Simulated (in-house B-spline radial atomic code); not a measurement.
Whole-atom quantities along the 13-electron series, configuration 1s2 2s2 2p6 3s2 3p1/2(1). Breit and QED terms are first order and not part of the total energy; the density at the nucleus is averaged over the nuclear charge. Computed with a B-spline radial code for spherical atoms: Dirac-Hartree-Fock, jj configuration that fills j = l - 1/2 first, finite nuclei.

```json
{"ion": "Al", "Z": "13", "E/Z² (Eh)": "-1.4339", "Σ<r²> (bohr²)": "33.391", "n(0)/Z³ (bohr⁻³)": "0.67978", "Lamb diamagnetic shielding (ppm)": "792.61", "repulsion over attraction": "0.1635", "Breit energy (eV)": "1.1493", "self-energy (eV)": "0.79417", "vacuum polarisation (eV)": "-0.0474"}
{"ion": "Si+", "Z": "14", "E/Z² (Eh)": "-1.4755", "Σ<r²> (bohr²)": "20.055", "n(0)/Z³ (bohr⁻³)": "0.69181", "Lamb diamagnetic shielding (ppm)": "871.25", "repulsion over attraction": "0.15644", "Breit energy (eV)": "1.4916", "self-energy (eV)": "1.0378", "vacuum polarisation (eV)": "-0.064029"}
{"ion": "P2+", "Z": "15", "E/Z² (Eh)": "?", "Σ<r²> (bohr²)": "?", "n(0)/Z³ (bohr⁻³)": "?", "Lamb diamagnetic shielding (ppm)": "?", "repulsion over attraction": "?", "Breit energy (eV)": "?", "self-energy (eV)": "?", "vacuum polarisation (eV)": "?"}
{"ion": "S3+", "Z": "16", "E/Z² (Eh)": "-1.5477", "Σ<r²> (bohr²)": "10.587", "n(0)/Z³ (bohr⁻³)": "0.71599", "Lamb diamagnetic shielding (ppm)": "1028.01", "repulsion over attraction": "0.14242", "Breit energy (eV)": "2.3752", "self-energy (eV)": "1.6763", "vacuum polarisation (eV)": "-0.11001"}
{"ion": "Cl4+", "Z": "17", "E/Z² (Eh)": "-1.579", "Σ<r²> (bohr²)": "8.3421", "n(0)/Z³ (bohr⁻³)": "0.72811", "Lamb diamagnetic shielding (ppm)": "1106.42", "repulsion over attraction": "0.13594", "Breit energy (eV)": "2.9281", "self-energy (eV)": "2.0818", "vacuum polarisation (eV)": "-0.14062"}
{"ion": "Ar5+", "Z": "18", "E/Z² (Eh)": "?", "Σ<r²> (bohr²)": "?", "n(0)/Z³ (bohr⁻³)": "?", "Lamb diamagnetic shielding (ppm)": "?", "repulsion over attraction": "?", "Breit energy (eV)": "?", "self-energy (eV)": "?", "vacuum polarisation (eV)": "?"}
{"ion": "K6+", "Z": "19", "E/Z² (Eh)": "-1.6339", "Σ<r²> (bohr²)": "5.6347", "n(0)/Z³ (bohr⁻³)": "0.75352", "Lamb diamagnetic shielding (ppm)": "1263.57", "repulsion over attraction": "0.12426", "Breit energy (eV)": "4.2844", "self-energy (eV)": "3.0921", "vacuum polarisation (eV)": "-0.22053"}
{"ion": "Ca7+", "Z": "20", "E/Z² (Eh)": "?", "Σ<r²> (bohr²)": "?", "n(0)/Z³ (bohr⁻³)": "?", "Lamb diamagnetic shielding (ppm)": "?", "repulsion over attraction": "?", "Breit energy (eV)": "?", "self-energy (eV)": "?", "vacuum polarisation (eV)": "?"}
{"ion": "Sc8+", "Z": "21", "E/Z² (Eh)": "-1.6805", "Σ<r²> (bohr²)": "4.0921", "n(0)/Z³ (bohr⁻³)": "0.77987", "Lamb diamagnetic shielding (ppm)": "1421.36", "repulsion over attraction": "0.11419", "Breit energy (eV)": "6.0137", "self-energy (eV)": "4.4058", "vacuum polarisation (eV)": "-0.33055"}
{"ion": "Ti9+", "Z": "22", "E/Z² (Eh)": "-1.7012", "Σ<r²> (bohr²)": "3.5538", "n(0)/Z³ (bohr⁻³)": "0.79361", "Lamb diamagnetic shielding (ppm)": "1500.55", "repulsion over attraction": "0.10968", "Breit energy (eV)": "7.0327", "self-energy (eV)": "5.1908", "vacuum polarisation (eV)": "-0.39896"}
{"ion": "V10+", "Z": "23", "E/Z² (Eh)": "-1.7205", "Σ<r²> (bohr²)": "3.1171", "n(0)/Z³ (bohr⁻³)": "0.80805", "Lamb diamagnetic shielding (ppm)": "1579.95", "repulsion over attraction": "0.10548", "Breit energy (eV)": "8.1624", "self-energy (eV)": "6.0693", "vacuum polarisation (eV)": "-0.47754"}
{"ion": "Cr11+", "Z": "24", "E/Z² (Eh)": "-1.7386", "Σ<r²> (bohr²)": "2.7574", "n(0)/Z³ (bohr⁻³)": "0.82267", "Lamb diamagnetic shielding (ppm)": "1659.59", "repulsion over attraction": "0.10157", "Breit energy (eV)": "9.4089", "self-energy (eV)": "7.0473", "vacuum polarisation (eV)": "-0.56726"}
{"ion": "Mn12+", "Z": "25", "E/Z² (Eh)": "-1.7555", "Σ<r²> (bohr²)": "2.4573", "n(0)/Z³ (bohr⁻³)": "0.83761", "Lamb diamagnetic shielding (ppm)": "1739.47", "repulsion over attraction": "0.097926", "Breit energy (eV)": "10.778", "self-energy (eV)": "8.131", "vacuum polarisation (eV)": "-0.66917"}
```

Fill in the row of P2+.

E/Z² (Eh): -1.5133; Σ<r²> (bohr²): 14.05; n(0)/Z³ (bohr⁻³): 0.70387; Lamb diamagnetic shielding (ppm): 949.65; repulsion over attraction: 0.1493; Breit energy (eV): 1.8983; self-energy (eV): 1.3301; vacuum polarisation (eV): -0.084697.

Fill in the row of Ar5+.

E/Z² (Eh): -1.6076; Σ<r²> (bohr²): 6.7784; n(0)/Z³ (bohr⁻³): 0.74056; Lamb diamagnetic shielding (ppm): 1184.93; repulsion over attraction: 0.12989; Breit energy (eV): 3.5625; self-energy (eV): 2.5519; vacuum polarisation (eV): -0.17721.

Fill in the row of Ca7+.

E/Z² (Eh): -1.6581; Σ<r²> (bohr²): 4.7677; n(0)/Z³ (bohr⁻³): 0.76661; Lamb diamagnetic shielding (ppm): 1342.38; repulsion over attraction: 0.11904; Breit energy (eV): 5.0995; self-energy (eV): 3.7082; vacuum polarisation (eV): -0.27137.

With what power of Z does the column «Σ<r²> (bohr²)» change over this range?

A fit of the logarithm of its size against log Z from Z = 13 to 25 has slope -3.78. Unscreened non-relativistic hydrogenic orbitals would give -2.
